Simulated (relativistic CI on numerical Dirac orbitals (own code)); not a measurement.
## Xe²¹⁺: sensitivity of the levels to the model

Base calculation: Dirac-Coulomb-Breit CI, separate exchange-only KLI orbitals for each configuration, model QED, unscaled Slater integrals.

Configurations in the expansion (outside the closed core [Ar] 3d10): 4s2.4p3, 4s.4p4, 4s2.4p2.4d, 4p5, 4s.4p3.4d, 4s2.4p2.4f, 4s.4p3.4f, 4p4.4d, 4s.4p2.4d2, 4s2.4p.4d.4f, 4p4.4f, 4s2.4p2.5s, 4s2.4p2.5p, 4p4.5s, 4p3.4d.4f, 4s.4p2.4d.5s, 4s.4p3.5s, 4s2.4p2.5d, 4s.4p2.4f2, 4s2.4p.4f.5s, 4s.4p3.5p, 4s2.4p2.5f, 4s2.4p2.5g, 4s.4p3.5d, 4s2.4p2.6s, 4s2.4p2.6p, 4p3.4f.5s, 4s2.4p.4d2, 4s2.4d3, 4s.4p.4d3, 4s2.4d2.4f, 4s.4p.4d2.4f, 4s2.4d2.5s, 4p3.4d2, 4p2.4d3, 4p2.4d2.4f, 4p2.4d2.5s, 4s2.4p.4f2, 4s2.4d.4f2, 4s.4p.4d.4f2, 4s2.4f3, 4s.4p.4f3, 4s2.4f2.5s, 4p3.4f2, 4p2.4d.4f2, 4p2.4f3, 4p2.4f2.5s, 4s.4p2.4d.4f, 4s.4p.4d.4f.5s, 4s2.4p.4d.5s, 4s.4p.4d2.5s, 4s2.4d.4f.5s, 4s2.4d.5s2, 4p3.4d.5s, 4p2.4d.4f.5s, 4p2.4d.5s2, 4s.4p2.4f.5s, 4s.4p.4f2.5s, 4s.4p.4f.5s2, 4s2.4p.5s2, 4s.4p.4d.5s2, 4s2.4f.5s2. Double excitations out of closed p, d and f shells are left out; levels of such configurations are missing from the list, as are those of other unlisted configurations, and high levels can miss mixing partners. These lack a partner that the ground configuration has and come out too high: 4s2.4p2.5p, 4s2.4p2.5d, 4s.4p3.5p, 4s2.4p2.5f, 4s2.4p2.5g.

Variants: (1) Breit term removed; (2) one mean potential for all configurations. Shifts of the energy above 4s2.4p3 4S°_3/2, in cm⁻¹, for the lowest level and the first level of each name with at least 55 % of one term (blank where a level changes its place among those of its configuration and J or its character, or is not in the variant):

```
            Level    Base   Δ(1)  Δ(2)
  4s2.4p3 4S°_3/2       0      0     0
  4s2.4p3 2D°_5/2  132816  +1758    -3
  4s2.4p3 2P°_1/2  167104  +1647    -6
  4s2.4p3 2P°_3/2  275036  +3359    -3
    4s.4p4 4P_5/2  507509   +152   +47
    4s.4p4 4P_1/2  575472   +424   +46
    4s.4p4 2D_5/2  676967  +1985   +30
4s2.4p2.4d 2F_5/2  789156  +3095   -77
4s2.4p2.4d 4D_1/2  798401  +2940   -60
4s2.4p2.4d 4F_7/2  806524  +3462   -78
4s2.4p2.4d 4F_9/2  838208  +4128   -80
4s2.4p2.4d 2G_7/2  890271  +4063   -84
4s2.4p2.4d 2D_3/2  925536  +3680   -77
4s2.4p2.4d 2D_5/2  943260  +3450   -94
```

At this charge energies of transitions that change n are usually good to better than 1 %, and those within a shell (Δn = 0) to a few per cent.

Ionisation energy from the two ground configurations alone: base 650.092 eV; Breit term removed 650.452 eV. The NIST ASD value (theoretical) is 650 eV.

LS names give the leading component of a level, which can be under half, so a name can repeat, a term be missing and a line seem to break the LS rules.
